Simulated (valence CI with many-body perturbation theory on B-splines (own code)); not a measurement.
## E1 line list for Ta LXVIII

Method: relativistic CI+MBPT: four valence electrons over a frozen Dirac-Fock core [He], a basis of 11 s, 11 p, 10 d, 8 f, 5 g, 2 h functions for each j, with the one-electron correlation potential Σ1 (screened to all orders), the two-electron term Σ2, the three-electron term Σ3, Breit, model QED; selected single and double excitations, second order for the rest, scaled by the run's own slope (own B-spline code, finite nucleus).

The last digits are not significant, and no measured levels were compared; by estimate large intervals hold to a few tenths of a per cent, small ones and those within an open d or f shell to about a per cent. Among the levels kept, up to 1300 cm⁻¹ of a level comes from second order outside the variational space, and about a tenth of that is noise between levels of different J, which matters for small intervals.

Lines 1 to 50 of 600 in falling wavelength, among levels below 13943 eV, chosen from the strongest by gf and those to the six lowest levels. Wavelengths and rates use the calculated energies. Electric multipoles are in the length gauge, E1 and E2 with the static RPA response of the core. Weak lines are less certain than strong ones. Lines between different terms over intervals too small for the method are left out, as are lines whose strength nearly cancels. The highest levels of a list are the least certain.

Levels are named by their leading jj configuration (3d3/2^4 stands for four electrons in 3d with j = 3/2), which in mixed levels can hold well under half, so a name can repeat and another be missing. Letters in brackets count levels of one name in rising energy.

| λ vac (nm) | Upper | Lower | A (s⁻¹) | S (a.u.) with core polarisation | S without |
| --- | --- | --- | --- | --- | --- |
| 34.16 | (2s^2 2p1/2 4f7/2) J=4 | (2s^2 2p1/2 4d5/2) J=3 | 1.17e+09 | 2.08e-01 | 2.08e-01 |
| 33.01 | (2s^2 2p1/2 4f7/2) J=3 | (2s^2 2p1/2 4d5/2) J=2 | 1.24e+09 | 1.54e-01 | 1.54e-01 |
| 21.35 | (2s^2 2p1/2 4f5/2) J=2 | (2s^2 2p1/2 4d3/2) J=1 | 3.99e+09 | 9.58e-02 | 9.58e-02 |
| 18.86 | (2s^2 2p1/2 4f5/2) J=3 | (2s^2 2p1/2 4d3/2) J=2 | 6.50e+09 | 1.51e-01 | 1.51e-01 |
| 16.29 | (2s^2 2p1/2 4d5/2) J=3 | (2s^2 2p1/2 4p3/2) J=2 | 1.69e+10 | 2.52e-01 | 2.52e-01 |
| 16.00 | (2s^2 2p1/2 4d5/2) J=2 | (2s^2 2p1/2 4p3/2) J=1 | 1.57e+10 | 1.59e-01 | 1.59e-01 |
| 7.013 | (2s 2p3/2^2 3d5/2) J=3 [c] | (2s 2p3/2^2 3p3/2) J=2 [c] | 3.89e+10 | 4.64e-02 | 4.64e-02 |
| 7.006 | (2s 2p1/2 2p3/2 3d5/2) J=5 | (2s 2p1/2 2p3/2 3p3/2) J=4 | 5.19e+10 | 9.70e-02 | 9.70e-02 |
| 6.989 | (2s 2p1/2 2p3/2 3d5/2) J=2 [d] | (2s 2p1/2 2p3/2 3p3/2) J=1 [d] | 3.20e+10 | 2.70e-02 | 2.70e-02 |
| 6.976 | (2p1/2^2 2p3/2 3d5/2) J=3 | (2p1/2^2 2p3/2 3p3/2) J=2 | 4.52e+10 | 5.31e-02 | 5.31e-02 |
| 6.965 | (2s 2p1/2^2 3d5/2) J=3 | (2s 2p1/2^2 3p3/2) J=2 | 5.29e+10 | 6.17e-02 | 6.18e-02 |
| 6.951 | (2p1/2^2 2p3/2 3d5/2) J=4 | (2p1/2^2 2p3/2 3p3/2) J=3 | 5.56e+10 | 8.29e-02 | 8.29e-02 |
| 6.925 | (2s 2p3/2^2 3d5/2) J=5 | (2s 2p3/2^2 3p3/2) J=4 | 5.02e+10 | 9.06e-02 | 9.06e-02 |
| 6.925 | (2s 2p1/2 2p3/2 3d5/2) J=4 [a] | (2s 2p1/2 2p3/2 3p3/2) J=3 [a] | 4.83e+10 | 7.13e-02 | 7.13e-02 |
| 6.922 | (2s 2p3/2^2 3d5/2) J=4 [a] | (2s 2p3/2^2 3p3/2) J=3 [a] | 3.82e+10 | 5.63e-02 | 5.63e-02 |
| 6.911 | (2s 2p1/2 2p3/2 3d5/2) J=2 [c] | (2s 2p1/2 2p3/2 3p3/2) J=1 [c] | 3.92e+10 | 3.19e-02 | 3.19e-02 |
| 6.879 | (2s 2p1/2 2p3/2 3d5/2) J=3 [c] | (2s 2p1/2 2p3/2 3p3/2) J=2 [c] | 4.33e+10 | 4.87e-02 | 4.87e-02 |
| 6.877 | (2s^2 2p3/2 3d5/2) J=3 | (2s^2 2p3/2 3p3/2) J=2 | 3.68e+10 | 4.14e-02 | 4.14e-02 |
| 6.869 | (2s^2 2p3/2 3d5/2) J=4 | (2s^2 2p3/2 3p3/2) J=3 | 4.20e+10 | 6.05e-02 | 6.04e-02 |
| 6.860 | (2s 2p1/2 2p3/2 3d5/2) J=4 [b] | (2s 2p1/2 2p3/2 3p3/2) J=3 [b] | 4.33e+10 | 6.21e-02 | 6.21e-02 |
| 6.856 | (2s^2 2p1/2 3d5/2) J=2 | (2s^2 2p1/2 3p3/2) J=1 | 4.06e+10 | 3.23e-02 | 3.23e-02 |
| 6.827 | (2s 2p1/2 2p3/2 3d5/2) J=3 [d] | (2s 2p1/2 2p3/2 3p3/2) J=2 [d] | 4.42e+10 | 4.86e-02 | 4.86e-02 |
| 6.816 | (2s 2p3/2^2 3d5/2) J=4 [b] | (2s 2p3/2^2 3p3/2) J=3 [b] | 4.39e+10 | 6.18e-02 | 6.17e-02 |
| 6.805 | (2s 2p1/2 2p3/2 3d5/2) J=3 [a] | (2s 2p1/2 2p3/2 3p3/2) J=2 [a] | 4.23e+10 | 4.60e-02 | 4.60e-02 |
| 6.766 | (2s 2p3/2^2 3d5/2) J=3 [b] | (2s 2p3/2^2 3p3/2) J=2 [b] | 4.67e+10 | 5.00e-02 | 5.00e-02 |
| 6.747 | (2s 2p1/2 2p3/2 3d5/2) J=4 [c] | (2s 2p1/2 2p3/2 3p3/2) J=3 [c] | 5.49e+10 | 7.49e-02 | 7.49e-02 |
| 6.655 | (2s^2 2p1/2 3d5/2) J=3 | (2s^2 2p1/2 3p3/2) J=2 | 5.58e+10 | 5.68e-02 | 5.69e-02 |
| 6.601 | (2s 2p1/2 2p3/2 3d5/2) J=3 [b] | (2s 2p1/2 2p3/2 3p3/2) J=2 [b] | 3.01e+10 | 2.99e-02 | 2.99e-02 |
| 6.567 | (2s 2p3/2^2 3d5/2) J=2 [b] | (2s 2p3/2^2 3p3/2) J=1 [b] | 4.59e+10 | 3.20e-02 | 3.20e-02 |
| 6.520 | (2s^2 2p1/2 4d3/2) J=1 | (2s^2 2p1/2 4p1/2) J=0 | 1.37e+11 | 5.64e-02 | 5.64e-02 |
| 6.514 | (2p1/2^2 2p3/2 3d5/2) J=2 | (2p1/2^2 2p3/2 3p3/2) J=1 | 4.08e+10 | 2.78e-02 | 2.78e-02 |
| 6.510 | (2s 2p1/2^2 3d5/2) J=2 | (2s 2p1/2^2 3p3/2) J=1 | 5.74e+10 | 3.91e-02 | 3.91e-02 |
| 6.321 | (2s^2 2p1/2 4d3/2) J=2 | (2s^2 2p1/2 4p1/2) J=1 | 2.34e+11 | 1.46e-01 | 1.46e-01 |
| 6.104 | (2s^2 2p1/2 4p3/2) J=1 | (2s^2 2p1/2 4s) J=1 | 9.31e+10 | 3.13e-02 | 3.13e-02 |
| 6.059 | (2s^2 2p1/2 4p3/2) J=1 | (2s^2 2p1/2 4s) J=0 | 2.01e+11 | 6.61e-02 | 6.61e-02 |
| 6.051 | (2s^2 2p1/2 4d3/2) J=1 | (2s^2 2p1/2 4p1/2) J=1 | 8.76e+10 | 2.87e-02 | 2.87e-02 |
| 6.029 | (2s^2 2p1/2 4p3/2) J=2 | (2s^2 2p1/2 4s) J=1 | 3.21e+11 | 1.74e-01 | 1.74e-01 |
| 5.494 | (2s 2p1/2 2p3/2^2) J=2 [a] | (2s^2 2p3/2^2) J=2 | 2.32e+09 | 9.51e-04 | 9.53e-04 |
| 5.296 | (2s 2p1/2 2p3/2 3p3/2) J=4 | (2s^2 2p3/2 3p3/2) J=3 | 3.35e+10 | 2.21e-02 | 2.21e-02 |
| 5.048 | (2p1/2 2p3/2^2 3p3/2) J=4 | (2s 2p3/2^2 3p3/2) J=3 [b] | 4.31e+10 | 2.46e-02 | 2.46e-02 |
| 4.593 | (2s 2p1/2 2p3/2^2) J=3 | (2s^2 2p3/2^2) J=2 | 1.53e+10 | 5.14e-03 | 5.15e-03 |
| 4.472 | (2s 2p1/2^2 2p3/2) J=2 | (2s^2 2p1/2 2p3/2) J=2 | 1.36e+10 | 3.00e-03 | 3.00e-03 |
| 4.196 | (2s 2p1/2^2 2p3/2) J=2 | (2s^2 2p1/2 2p3/2) J=1 | 1.84e+10 | 3.36e-03 | 3.36e-03 |
| 3.505 | (2s 2p1/2 2p3/2^2) J=1 [a] | (2s^2 2p3/2^2) J=2 | 2.92e+10 | 1.86e-03 | 1.87e-03 |
| 3.434 | (2p1/2^2 2p3/2 3d5/2) J=4 | (2s 2p1/2 2p3/2 3d5/2) J=5 | 7.64e+10 | 1.37e-02 | 1.38e-02 |
| 3.415 | (2s 2p1/2 2p3/2^2) J=2 [b] | (2s^2 2p3/2^2) J=2 | 2.50e+10 | 2.46e-03 | 2.46e-03 |
| 3.407 | (2s 2p1/2^2 2p3/2) J=1 | (2s^2 2p1/2 2p3/2) J=2 | 5.32e+10 | 3.12e-03 | 3.12e-03 |
| 3.245 | (2s 2p1/2^2 2p3/2) J=1 | (2s^2 2p1/2 2p3/2) J=1 | 1.19e+10 | 6.03e-04 | 6.04e-04 |
| 2.759 | (2s 2p1/2 2p3/2 3d3/2) J=3 [b] | (2s 2p1/2 2p3/2 3p1/2) J=2 [b] | 3.19e+11 | 2.31e-02 | 2.31e-02 |
| 2.728 | (2s 2p1/2 2p3/2 3d3/2) J=2 [d] | (2s 2p1/2 2p3/2 3p1/2) J=1 [c] | 4.31e+11 | 2.16e-02 | 2.16e-02 |
